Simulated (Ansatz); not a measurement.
Computed with Ansatz on PBE0-D4/def2-TZVP structures; ΔE is electronic, products minus reactants. CCSD(T)/CBS adds triple-zeta CCSD(T) − MP2 to the extrapolated MP2 energy (def2 sets, frozen cores). DFT in def2-TZVPP. B3LYP here is the variant with VWN-RPA as its local correlation; programs differ in this. One conformer a species, not always the lowest.

`C=CN[SiH2]Cl` → `N=C([SiH3])CCl`  (isomerisation)

Question: Is it downhill or uphill in electronic energy at CCSD(T)/CBS, and by how much? (Estimate.)

Answer: Ansatz gave: Uphill: ΔE = +227.6 kJ/mol.

Question: What do these levels give: PBE0-D4, ωB97X-V, ωB97M-V, B3LYP, CCSD/def2-TZVPP, CCSD(T)/def2-TZVPP? (An estimate is asked.)

Answer: The calculation gave: PBE0-D4 225.9, ωB97X-V 222.6, ωB97M-V 228.9, B3LYP 230.4, CCSD/def2-TZVPP 226.0, CCSD(T)/def2-TZVPP 221.1 kJ/mol.

Largest T1 diagnostic among the species: 0.012.

From PBE to PBE0 (25 % exact exchange), in def2-TZVPP and without D4, ΔE moves by +10.2 kJ/mol. In def2-TZVPP, CCSD(T) changes the Hartree–Fock value by −23.5 kJ/mol (the triples alone add −4.8 kJ/mol) and MP2 by −13.0 kJ/mol.
